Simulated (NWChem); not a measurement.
System: C4H5O2, doublet; SMILES CC(=O)C=[C]O

Parts of the log:

```
             Northwest Computational Chemistry Package (NWChem) 7.3.0
             --------------------------------------------------------

                             Geometry "geometry" -> ""
                             -------------------------

 Output coordinates in angstroms (scale by  1.889725989 to convert to a.u.)

  No.       Tag          Charge          X              Y              Z
 ---- ---------------- ---------- -------------- -------------- --------------
    1 C                    6.0000     1.42386800     0.63270100     0.00179300
    2 C                    6.0000    -0.04130100     0.99500700     0.00088200
    3 O                    8.0000    -0.41480900     2.14718500    -0.00011400
    4 C                    6.0000    -1.04371200    -0.10444500     0.00097400
    5 C                    6.0000    -0.79811300    -1.41340400    -0.00016900
    6 O                    8.0000     0.30370700    -2.12700400    -0.00022400
    7 H                    1.0000     1.67484800     0.02165000     0.88213500
    8 H                    1.0000     2.01618600     1.55573000     0.00619500
    9 H                    1.0000     1.67699600     0.02892300    -0.88298000
   10 H                    1.0000    -2.08466700     0.22867900     0.00122100
   11 H                    1.0000     0.09733100    -3.07037900    -0.00352100

 Effective nuclear repulsion energy (a.u.)     213.5076244640

                                 NWChem DFT Module
                                 -----------------

 Summary of "ao basis" -> "ao basis" (spherical)
 ------------------------------------------------------------------------------
       Tag                 Description            Shells   Functions and Types
 ---------------- ------------------------------  ------  ---------------------
 C                          6-311g**                 8       18   4s3p1d
 O                          6-311g**                 8       18   4s3p1d
 H                          6-311g**                 4        6   3s1p

 in cosmo_initialize ...
 calling solv_data for solv:h2o

 solvent parameters
 solvname_short: h2o
 solvname_long:  water
 dielec:       78.4000
 dielecinf:     1.7769
 aqueous SMD model solvent descriptors
 dielec:       78.4000
 sola:          0.8200

          ---------------
          -cosmo- solvent
          ---------------
 Cosmo: York-Karplus, doi: 10.1021/jp992097l
 dielectric constant -eps-     =  78.40
 screen = (eps-1)/(eps    )    =   0.98724
 surface charge correction     = lagrangian

   van der Waals surface
 --------------------------

 ---------- ATOMIC COORDINATES (A.U.) ------------ VDWR(ANG.) --
     1    2.69072036    1.19563152    0.00338828     1.850
     2   -0.07804757    1.88029059    0.00166674     1.850
     3   -0.78387535    4.05759130   -0.00021543     1.520
     4   -1.97232969   -0.19737243    0.00184059     1.850
     5   -1.50821488   -2.67094627   -0.00031936     1.850
     6    0.57392301   -4.01945474   -0.00042330     1.520
     7    3.16500379    0.04091257    1.66699343     1.200
     8    3.81003908    2.93990341    0.01170685     1.200
     9    3.16906292    0.05465654   -1.66859025     1.200
    10   -3.93944941    0.43214065    0.00230736     1.200
    11    0.18392892   -5.80217499   -0.00665373     1.200
 number of segments per atom =        128
 number of   points per atom =        128
 atom (   nspa,  nppa )
 ----------------------
    1 (     54,     0 )       0
    2 (     40,     0 )       0
    3 (     80,     0 )       0
    4 (     44,     0 )       0
    5 (     68,     0 )       0
    6 (     56,     0 )       0
    7 (     56,     0 )       0
    8 (     56,     0 )       0
    9 (     57,     0 )       0
   10 (     54,     0 )       0
   11 (     68,     0 )       0
 number of -cosmo- surface points =      633
 molecular surface =    117.317 angstrom**2
 molecular volume  =     93.567 angstrom**3
 -lineq- algorithm             =   0
 -bem- low  level              =   3
 -bem- from -octahedral-
 gaussian surface charge width =   4.50000
 degree of switching           =   1.00000
 switching function tolerance  =   0.00010
 atomic radii =
 --------------
    1  6.000  1.850
    2  6.000  1.850
    3  8.000  1.520
    4  6.000  1.850
    5  6.000  1.850
    6  8.000  1.520
    7  1.000  1.200
    8  1.000  1.200
    9  1.000  1.200
   10  1.000  1.200
   11  1.000  1.200
 ...... end of -cosmo- initialization ......

 nat:                    11
 ixmem:                  6636
 calling mnsol_interface()
 G(SMD-CDS) energy (kcal/mol)  =     5.441
 SMD-CDS SASA (angstrom**2)    =   145.346

            General Information
            -------------------
          SCF calculation type: DFT
          Wavefunction type:  spin polarized.
          No. of atoms     :    11
          No. of electrons :    45
           Alpha electrons :    23
            Beta electrons :    22
          Charge           :     0
          Spin multiplicity:     2
          Use of symmetry is: off; symmetry adaption is: off
          Maximum number of iterations: 150
          AO basis - number of functions:   138
                     number of shells:    68
          Convergence on energy requested:  1.00D-06
          Convergence on density requested:  1.00D-05
          Convergence on gradient requested:  5.00D-04

              XC Information
              --------------
                       M06-2X Method XC Functional
                     Hartree-Fock (Exact) Exchange  0.540
                        M06-2X Exchange Functional  1.000
                      M06-2X Correlation Potential  1.000

             Grid Information
             ----------------
          Grid used for XC integration:  medium
          Radial quadrature: Mura-Knowles
          Angular quadrature: Lebedev.
          Tag              B.-S. Rad. Rad. Pts. Rad. Cut. Ang. Pts.
          ---              ---------- --------- --------- ---------
          C                   0.70       49          11.0       434
          O                   0.60       49          13.0       434
          H                   0.35       45          12.0       434
          Grid pruning is: on
          Number of quadrature shells:   519
          Spatial weights used:  Erf1

      Superposition of Atomic Density Guess
      -------------------------------------

 Sum of atomic energies:        -302.72550632

      Non-variational initial energy
      ------------------------------

[...]

                                COSMO-SMD solvation results
                                ---------------------------

             internal energy in gas <Psi(g)|H|Psi(g)> =      -305.733286878111
         internal energy in solvent <Psi(s)|H|Psi(s)> =      -305.727618601552
                               delta internal energy  =         0.005668276559 (    3.56 kcal/mol)
   total free energy in solvent <Psi(s)|H+V/2|Psi(s)> =      -305.755432440253
 polarization energy contribution <Psi(s)|V/2|Psi(s)> =        -0.027813838701 (  -17.45 kcal/mol)
    total free energy in solvent including G(SMD-CDS) =      -305.746762071555
                       G(SMD-CDS) energy contribution =         0.008670368698 (    5.44 kcal/mol)
     1 M fixed-concentration free energy of solvation =        -0.013475193444 (   -8.46 kcal/mol)

                    DFT Final Alpha Molecular Orbital Analysis
                    ------------------------------------------

 Vector   21  Occ=1.000000D+00  E=-3.645030D-01
              MO Center= -3.0D-01,  4.9D-01,  1.8D-04, r^2= 4.3D+00
   Bfn.  Coefficient  Atom+Function         Bfn.  Coefficient  Atom+Function
  ----- ------------  ---------------      ----- ------------  ---------------
    82      0.331500   5 C  s                47     -0.319421   3 O  px
    64     -0.317574   4 C  s                43     -0.300452   3 O  px
    39     -0.208648   3 O  px               79     -0.183113   5 C  px
   101      0.141973   6 O  px               83     -0.139171   5 C  px
    60     -0.135669   4 C  s                97      0.131370   6 O  px

 Vector   22  Occ=1.000000D+00  E=-3.219092D-01
              MO Center= -6.7D-01, -5.6D-01,  9.5D-05, r^2= 2.7D+00
   Bfn.  Coefficient  Atom+Function         Bfn.  Coefficient  Atom+Function
  ----- ------------  ---------------      ----- ------------  ---------------
    67      0.307565   4 C  pz               63      0.273837   4 C  pz
   103     -0.257682   6 O  pz               81      0.218698   5 C  pz
    99     -0.210885   6 O  pz               59      0.175977   4 C  pz
    85      0.161537   5 C  pz               49     -0.160272   3 O  pz
    95     -0.147316   6 O  pz               45     -0.141636   3 O  pz

 Vector   23  Occ=1.000000D+00  E=-3.062266D-01
              MO Center= -5.9D-01, -4.0D-01,  4.0D-04, r^2= 3.9D+00
   Bfn.  Coefficient  Atom+Function         Bfn.  Coefficient  Atom+Function
  ----- ------------  ---------------      ----- ------------  ---------------
    82      0.240461   5 C  s                47      0.228924   3 O  px
    79     -0.225004   5 C  px               84     -0.225167   5 C  py
    83     -0.216240   5 C  px               80     -0.206516   5 C  py
    43      0.186293   3 O  px              101      0.178405   6 O  px
    75     -0.149833   5 C  px               97      0.149808   6 O  px

 Vector   24  Occ=0.000000D+00  E=-1.107920D-02
              MO Center= -3.7D-01,  1.9D-01,  3.3D-04, r^2= 3.4D+00
   Bfn.  Coefficient  Atom+Function         Bfn.  Coefficient  Atom+Function
  ----- ------------  ---------------      ----- ------------  ---------------
    85     -0.408267   5 C  pz               31      0.389524   2 C  pz
    49     -0.362540   3 O  pz               81     -0.278302   5 C  pz
    27      0.275417   2 C  pz              103      0.216780   6 O  pz
    45     -0.209410   3 O  pz               67      0.209814   4 C  pz
    77     -0.169395   5 C  pz               23      0.162473   2 C  pz

 Vector   25  Occ=0.000000D+00  E= 7.443306D-02
              MO Center=  1.4D-01, -2.2D+00, -2.5D-03, r^2= 6.7D+00
   Bfn.  Coefficient  Atom+Function         Bfn.  Coefficient  Atom+Function
  ----- ------------  ---------------      ----- ------------  ---------------
   135      1.138042  11 H  s               129      0.652676  10 H  s
    10     -0.605662   1 C  s                65      0.521574   4 C  px
    28     -0.504212   2 C  s               111      0.442551   7 H  s
   123      0.441372   9 H  s               100     -0.415669   6 O  s
    64     -0.396045   4 C  s                11     -0.280492   1 C  px

 Vector   26  Occ=0.000000D+00  E= 1.077669D-01
              MO Center= -5.3D-02, -3.5D-02, -5.8D-03, r^2= 4.2D+00
   Bfn.  Coefficient  Atom+Function         Bfn.  Coefficient  Atom+Function
  ----- ------------  ---------------      ----- ------------  ---------------
   123     -0.756689   9 H  s               111      0.741336   7 H  s
    67      0.660728   4 C  pz               85     -0.511479   5 C  pz
    13     -0.497313   1 C  pz               31     -0.417528   2 C  pz
    49      0.257794   3 O  pz               27     -0.255726   2 C  pz
    81     -0.230663   5 C  pz               63      0.205293   4 C  pz

                     DFT Final Beta Molecular Orbital Analysis
                     -----------------------------------------

 Vector   20  Occ=1.000000D+00  E=-4.383926D-01
              MO Center=  7.0D-01,  9.8D-01, -3.8D-04, r^2= 2.7D+00
   Bfn.  Coefficient  Atom+Function         Bfn.  Coefficient  Atom+Function
  ----- ------------  ---------------      ----- ------------  ---------------
    45     -0.245994   3 O  pz               49     -0.239847   3 O  pz
     9      0.227176   1 C  pz               13      0.178128   1 C  pz
    41     -0.167790   3 O  pz              110      0.162242   7 H  s
   122     -0.162766   9 H  s                 5      0.151273   1 C  pz
    27     -0.127434   2 C  pz              109      0.113872   7 H  s

 Vector   21  Occ=1.000000D+00  E=-3.438644D-01
              MO Center= -1.5D-01,  1.5D+00,  4.6D-04, r^2= 2.2D+00
   Bfn.  Coefficient  Atom+Function         Bfn.  Coefficient  Atom+Function
  ----- ------------  ---------------      ----- ------------  ---------------
    47      0.382707   3 O  px               43      0.344974   3 O  px
    64      0.328127   4 C  s                39      0.240573   3 O  px
    82     -0.181123   5 C  s                 7      0.160593   1 C  px
    10     -0.146628   1 C  s                25     -0.133184   2 C  px
    65      0.124589   4 C  px               11      0.121449   1 C  px

 Vector   22  Occ=1.000000D+00  E=-3.155587D-01
              MO Center= -7.3D-01, -3.6D-01,  4.8D-04, r^2= 2.6D+00
   Bfn.  Coefficient  Atom+Function         Bfn.  Coefficient  Atom+Function
  ----- ------------  ---------------      ----- ------------  ---------------
    67      0.344313   4 C  pz               63      0.296707   4 C  pz
   103     -0.224082   6 O  pz               59      0.192575   4 C  pz
    99     -0.182144   6 O  pz               81      0.177522   5 C  pz
    49     -0.175099   3 O  pz               45     -0.151329   3 O  pz
    85      0.134178   5 C  pz               95     -0.127390   6 O  pz

 Vector   23  Occ=0.000000D+00  E=-4.598075D-02
              MO Center= -1.0D+00, -1.5D+00, -6.8D-04, r^2= 2.0D+00
   Bfn.  Coefficient  Atom+Function         Bfn.  Coefficient  Atom+Function
  ----- ------------  ---------------      ----- ------------  ---------------
    84      0.451123   5 C  py               83      0.439821   5 C  px
    82     -0.251134   5 C  s               101     -0.211876   6 O  px
    79      0.200277   5 C  px               75      0.167354   5 C  px
    80      0.155954   5 C  py               65     -0.147780   4 C  px
   134      0.148060  11 H  s                29      0.145188   2 C  px

 Vector   24  Occ=0.000000D+00  E= 2.816194D-03
              MO Center= -3.0D-01,  2.6D-01,  6.6D-04, r^2= 3.5D+00
   Bfn.  Coefficient  Atom+Function         Bfn.  Coefficient  Atom+Function
  ----- ------------  ---------------      ----- ------------  ---------------
    31      0.441224   2 C  pz               85     -0.408841   5 C  pz
    49     -0.374936   3 O  pz               27      0.302161   2 C  pz
    81     -0.246366   5 C  pz              103      0.213496   6 O  pz
    45     -0.210337   3 O  pz               23      0.178117   2 C  pz
    77     -0.159508   5 C  pz               41     -0.154682   3 O  pz

 Vector   25  Occ=0.000000D+00  E= 7.293931D-02
              MO Center=  7.1D-02, -2.2D+00, -2.7D-03, r^2= 6.6D+00
   Bfn.  Coefficient  Atom+Function         Bfn.  Coefficient  Atom+Function
  ----- ------------  ---------------      ----- ------------  ---------------
   135      1.155078  11 H  s               129      0.689742  10 H  s
    65      0.604945   4 C  px               28     -0.595946   2 C  s
    10     -0.510205   1 C  s               100     -0.412902   6 O  s
   111      0.410811   7 H  s               123      0.410131   9 H  s
    30      0.301384   2 C  py               11     -0.291965   1 C  px

   alpha - beta orbital overlaps
   -----------------------------

   alpha      1      2      3      4      5      6      7      8      9     10
    beta      1      2      4      3      5      6      7      8      9     10
 overlap   1.000  1.000  1.000  1.000  1.000  1.000  1.000  1.000  0.992  0.990

   alpha     11     12     13     14     15     16     17     18     19     20
    beta     11     12     13     14     15     16     17     18     19     20
 overlap   0.993  0.981  0.722  0.711  0.933  0.966  0.966  0.996  0.989  1.000

   alpha     21     22     23     24     25     26     27     28     29     30
    beta     21     22     23     24     25     27     26     28     29     30
 overlap   0.865  0.995  0.842  0.990  0.996  0.991  0.999  0.999  1.000  0.999

[...]
```

Level: M06-2X/6-311G** (spherical d), spin-unrestricted, SMD on the gas-phase geometry. Coordinates come from a PBE0/def2-SVP, spin-unrestricted optimisation. No frequency run checked for a minimum. No stability test was run on the SCF state. Solvent: water.

Which NWChem input produces such a log?

This is not unique; one that fits is the input that was run:
```
start job
memory heap 200 mb stack 900 mb global 1100 mb
geometry units angstroms noautosym nocenter noautoz
  C      1.423868     0.632701     0.001793
  C     -0.041301     0.995007     0.000882
  O     -0.414809     2.147185    -0.000114
  C     -1.043712    -0.104445     0.000974
  C     -0.798113    -1.413404    -0.000169
  O      0.303707    -2.127004    -0.000224
  H      1.674848     0.021650     0.882135
  H      2.016186     1.555730     0.006195
  H      1.676996     0.028923    -0.882980
  H     -2.084667     0.228679     0.001221
  H      0.097331    -3.070379    -0.003521
end
basis spherical
  C library 6-311g**
  O library 6-311g**
  H library 6-311g**
end
dft
  odft
  mult 2
  xc m06-2x
  iterations 150
end
cosmo
  do_cosmo_smd true
  solvent water
end
task dft energy
```
